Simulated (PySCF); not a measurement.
## Dipole response of Pm(3+) (promethium, charge +3)

[Xe] 4f4, one real determinant. Computed with PySCF 2.14 in ANO-RCC-VTZP, with the spin-free X2C one-electron Hamiltonian (Gaussian nucleus). Coupled (time-dependent) response in atomic units; α is the mean over directions. The basis has no added diffuse functions, which lowers α and C₆.

```json
{"method": "UHF", "mean α (bohr³)": "6.272", "α xx, yy, zz": "6.284, 6.284, 6.246", "C₆ (like pair)": "37.06", "S(−4)": "5.946"}
```

S(−4) is the Cauchy moment in α(ω) = α(0) + S(−4) ω² + …

Spin-orbit coupling is absent.

α(iu) at UHF:

| u (hartree) | α(iu) (bohr³) |
| --- | --- |
| 0 | 6.272 |
| 0.0500 | 6.257 |
| 0.100 | 6.213 |
| 0.200 | 6.053 |
| 0.300 | 5.818 |
| 0.500 | 5.227 |
| 0.750 | 4.426 |
| 1.00 | 3.692 |
| 1.50 | 2.587 |
| 2.00 | 1.888 |
| 3.00 | 1.136 |
| 5.00 | 0.5572 |

A single London oscillator, α(iu) = α/(1 + u²/ω²), gives C₆ = (3/4) ω α². Matching the computed C₆ needs ω = 4 × 37.06 / (3 × 6.272²) = 1.26 hartree.

For an ion, C₆ is the dispersion term alone; charge-induced terms of lower order in 1/R come first.

The components differ because the open shell of this determinant is not spherical; for a pure term their mean is the scalar polarisability.

⟨L²⟩ = 34.03 against 42 for a pure I term, so this real determinant mixes terms. Spin-orbit coupling, absent here, splits the open shell strongly.
